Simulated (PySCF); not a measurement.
Core-level binding energies of (ClSi)4NH6 adamantane

Species: (ClSi)4NH6 adamantane, Cl4H6N6Si4.
Structure used (PBE0-D3(BJ)/def2-SVP), in Å, numbered top down from 1:
```
atom  x, y, z in Å
Si1   -1.619    0.058   -0.670
Cl2   -3.521    0.018   -1.427
N3    -0.435    0.044   -1.953
Si4    1.196   -0.004   -1.354
Cl5    2.559   -0.041   -2.881
N6     1.379   -1.383   -0.308
Si7    0.242   -1.424    1.013
Cl8    0.494   -3.105    2.157
N9    -1.368   -1.348    0.351
N10    0.539    0.023    1.933
Si11   0.303    1.472    0.993
Cl12   0.548    3.141    2.154
N13   -1.306    1.465    0.300
N14    1.392    1.409   -0.357
H15   -0.652   -0.555   -2.747
H16    2.343   -1.555   -0.021
H17   -1.723   -2.231   -0.016
H18    0.164    0.056    2.879
H19   -2.069    1.692    0.936
H20    1.396    2.283   -0.883
```

The calculation used PySCF, delta-SCF UKS SCAN, pcX-2 on the ionised atom, pcseg-1 elsewhere, spin-free X2C. Binding energies are ΔSCF values: E(core-ionised, relaxed orbitals) − E(ground state) at a fixed geometry, referred to the vacuum level.

What binding energy does each computed site have?

| atom(s) | environment | level | binding energy (eV) | 2p1/2 (eV) | count |
| --- | --- | --- | --- | --- | --- |
| Si1/Si4/Si7/Si11 | silicon bonded to Cl and 3 N | Si 2p3/2 | 108.44 | 109.07 | 4 |
| Cl2/Cl5/Cl8/Cl12 | chlorine bonded to Si | Cl 2p3/2 | 206.31 | 207.97 | 4 |
| N3 (×6) | nitrogen bonded to 2 Si and H | N 1s | 404.55 | – | 6 |
| Si1/Si4/Si7/Si11 | silicon bonded to Cl and 3 N | Si 1s | 1848.62 | – | 4 |
| Cl2/Cl5/Cl8/Cl12 | chlorine bonded to Si | Cl 1s | 2828.91 | – | 4 |

What is the longest wavelength that can ionise Cl 1s of Cl2 (atom 2)/Cl5/Cl8/Cl12 vertically?

λ = hc/E = 12398.42 eV Å / 2828.91 eV = 4.383 Å.

One atom of each set of topologically equivalent atoms was ionised and stands for the set; in this conformer not all members are related by symmetry, and their own values weren't computed. For 2p shells one spin-free hole was relaxed; a mean-field spin–orbit operator and the ground-state splitting of the three 2p orbitals were then diagonalised within the shell. The shell's mean is (2 × 2p3/2 + 2p1/2)/3, and the degeneracies 2j + 1 give areas of 2:1. 2p1/2 minus 2p3/2 (ligand field included): Si 0.63 eV, Cl 1.65 eV. The structure is a single PBE0-D3(BJ)/def2-SVP conformer in the gas phase; no vibrational or solvent corrections.
